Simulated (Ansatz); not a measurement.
AlClGeH4 (`[Cl][AlH][GeH3]`), relaxed with RKS PBE-D4/def2-SVP in Ansatz from a rough embedded geometry. The force threshold is 0.03 eV/Å; the program also tests the step.

Charge 0, multiplicity 1.

Start:

```xyz
7

Cl    0.233    1.898   -2.382
Al   -0.753    0.637   -0.925
Ge    0.540   -0.538    0.769
H    -2.373    0.433   -0.941
H     1.528   -1.520    0.101
H     1.294    0.473    1.677
H    -0.469   -1.382    1.701
```

Task: How much energy does the relaxation release, and in how many steps? (An estimate is asked.)

Result: Computed: 0.09 eV, in 6 steps.

Task: Which bonds change most? (Best estimate.)

Result: The calculation gave: Ge3–H7 from 1.612 to 1.554 Å; Al2–Ge3 from 2.434 to 2.474 Å; Cl1–Al2 from 2.163 to 2.126 Å; Al2–H4 from 1.632 to 1.596 Å.

Task: Give the relaxed structure. (An estimate is asked.)

Result: Ansatz gave: 
```xyz
7

Cl    0.210    1.844   -2.312
Al   -0.832    0.619   -0.921
Ge    0.517   -0.554    0.789
H    -2.417    0.555   -1.096
H     1.556   -1.505    0.131
H     1.320    0.452    1.660
H    -0.355   -1.410    1.749
```
